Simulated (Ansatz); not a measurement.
A run for Ansatz (a program for electronic structure): U-CCSD(T)/cc-pV(T+d)Z on H4OSi (SMILES O[SiH3]), a point of a bond scan (R = 1.818 Å). Files ending in .json are basis or fitting sets from the Basis Set Exchange.

Ansatz 0.2 input:
```yaml
crystal:
  periodic: [false, false, false]
  atoms:
    - {symbol: O, position_ang: [1.19342013, -0.38119119, -0.29106667]}
    - {symbol: Si, position_ang: [-0.50881883, 0.12973854, 0.09205040]}
    - {symbol: H, position_ang: [1.91681709, 0.04460405, 0.17459606]}
    - {symbol: H, position_ang: [-0.84295262, -0.10662565, 1.51863737]}
    - {symbol: H, position_ang: [-1.37924119, -0.69223322, -0.77093301]}
    - {symbol: H, position_ang: [-0.72577971, 1.56941136, -0.19593207]}
basis:
  gaussian:
    orbitals: cc-pV_T+d_Z.json
correlation: {method: ccsd_t, electrons: outside_noble_gas}
scf: {omitted_lower_state_checks: [cluster_reference]}
magnetization: {spin_polarized: true, initial_magnetization: 0}
```

The head of its log:

```
WARN ansatz: RAYON_NUM_THREADS=2 ignored (pool sized by the plan → 2); use --threads N
Functional definition: HF
these checks for a lower state are left out or cut short: cluster_reference
integrals: 0.34 GiB planned
721 factors; integrals over basis functions are off by at most 8.2e-4 eV
mean field: 0.29 GiB planned
mean field evaluation 1: about -9962.2114 eV, gradient 2.5e1 eV
mean field evaluation 2: about -9962.2139 eV, gradient 2.5e1 eV
mean field evaluation 4: about -9964.6375 eV, gradient 1.7e0 eV
mean field evaluation 8: about -9964.6614 eV, gradient 5.5e-4 eV
mean field -9964.66135535 eV, -366.1945505191 hartree, gradient 2.3e-6 eV, S^2 0.000000; 0 other end points of the search recorded, 0 dependent functions left out
6 core orbitals not correlated
reference -9964.66135535 eV, -366.1945505191 hartree; 7, 7 occupied and 112, 112 virtual orbitals, 721 factors
```

Q: Predict the final total energy.

A: -366.6117 hartree (reference determinant -366.1946, T1 diagnostic 0.012).
